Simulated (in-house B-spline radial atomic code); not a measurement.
# BHandHLYP excitations of Hf V (Hf4+)

Method: BHandHLYP. Computed with an all-electron radial atomic-structure program (B-spline basis): linear response of the closed shell [Xe] 4f14 with the functional's adiabatic kernel; scalar-relativistic (spin-free one-electron X2C), finite nucleus, no spin-orbit coupling, no double excitations, S, P, D and F terms only; shells from n = 3 respond. Only terms of natural parity with L up to 3 were computed.

Spin-orbit coupling is strong here, so these LS terms don't match observed levels.

Command:
```bash
python run_td.py task.json out
```
Settings (radii: box in bohr, nucleus in fm):
```
Z                        72
electrons                68
configuration            [Xe] 4f14
hamiltonian              x2c
method                   bhandhlyp
box_radius               19.1
rms_radius               5.347
intervals                71
```

Run time, properties included: 9.2 s on 1 thread of Arm Neoverse N1 (shared host).

The lowest states, in the order of their Tamm-Dancoff energies; the method's threshold (minus the highest occupied level) is 65.43 eV. Labels give the largest channel, * marks a mixed state, and oscillator strengths are full-response dipole values. Semilocal kernels can invert the small singlet-triplet splittings of Rydberg terms. Energies in eV:

```
     state  full response  Tamm-Dancoff  oscillator strength
4f → 5d 3P              ?             ?                    -
4f → 5d 3F         21.007        21.050                    -
4f → 5d 1F         21.664        21.671                    -
4f → 5d 1P         22.571        22.842                0.161
4f → 6s 3F         25.988        25.995                    -
4f → 6s 1F         26.157        26.163                    -
4f → 6p 3D          33.85         33.86                    -
4f → 6p 1D          34.18         34.20                    -
5p → 5d 3P          35.13         35.23                    -
5p → 5d 3F          35.71         35.86                    -
5p → 5d 1F          37.87         37.90                    -
5p → 6s 3P          41.01         41.02                    -
5p → 6s 1P              ?             ?                    ?
```

Task: Where does 4f → 5d 3P lie?

Result: At 20.093 eV in full response, 20.175 eV in Tamm-Dancoff.

Task: Where does 5p → 6s 1P lie?

Result: At 41.63 eV in full response, 41.69 eV in Tamm-Dancoff, oscillator strength 0.145.

Task: How large is the singlet-triplet splitting of 4f → 5d (F terms) in Tamm-Dancoff?

Result: 0.621 eV, from the unrounded values.

Task: What polarisabilities and dispersion coefficient does the method give?

Result: Dipole 3.205 bohr³, quadrupole 5.101 bohr⁵, C6 14.62 hartree·bohr⁶ for two such species.
